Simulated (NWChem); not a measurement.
System: GaClF2; SMILES [Cl][Ga]([F])[F]

Here is an NWChem input.

```
start job
memory heap 200 mb stack 900 mb global 1100 mb
geometry units angstroms noautoz
  Ga     0.000000     0.000000     0.323050
  F      0.000000    -1.477962     1.225422
  F      0.000000     1.477962     1.225422
  Cl     0.000000     0.000000    -1.783008
end
basis spherical
  * library def2-tzvp
end
dft
  xc r2scan
  iterations 150
  mulliken
end
task dft energy
```

The geometry was optimised at PBE0/def2-SVP.

Q: Give the results of this calculation. (r2SCAN/def2-TZVP.) Quantities: energy (Ha); highest occupied level (eV); orbital gap (eV); dipole (D).

A: 
| Property | Value |
|---|---|
| energy (Ha) | -2584.86 |
| highest occupied level (eV) | -8.95 |
| orbital gap (eV) | 6.07 |
| dipole (D) | 0.88 |
